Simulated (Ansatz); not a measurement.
A structure drawn as `FB1C=CO1`, with this starting geometry:

Cartesian coordinates in Å:
```
F 1.902 -0.033 -1.623
B 0.678 -0.036 -0.813
C 0.293 -0.100 0.642
C -1.034 0.115 0.350
O -0.760 0.088 -1.075
H 0.841 -0.152 1.594
H -1.920 0.119 0.924
```

The species carries charge 0 and has multiplicity 1.

(1) Does it keep its bonds when Ansatz relaxes it at PBE-D4/def2-SVP and then PBE0-D4/def2-TZVP?

(2) Give the relaxed structure. (Best estimate.)

Atoms count as bonded under 1.1 times the sum of their covalent radii (H–H under 0.85 Å, pairs among N, O and F under 1.55 Å), and a drawn bond as lost past 1.3 times.

Answers

(1) Yes, every drawn bond is still there and no new one forms.

(2) The calculation gave: 
```xyz
7

F     1.028    1.647    1.245
B     0.515    0.722    0.486
C    -0.722   -0.214    0.391
C    -0.069   -0.578   -0.712
O     1.092    0.236   -0.709
H    -1.649   -0.535    0.831
H    -0.195   -1.277   -1.532
```
All modes are real.
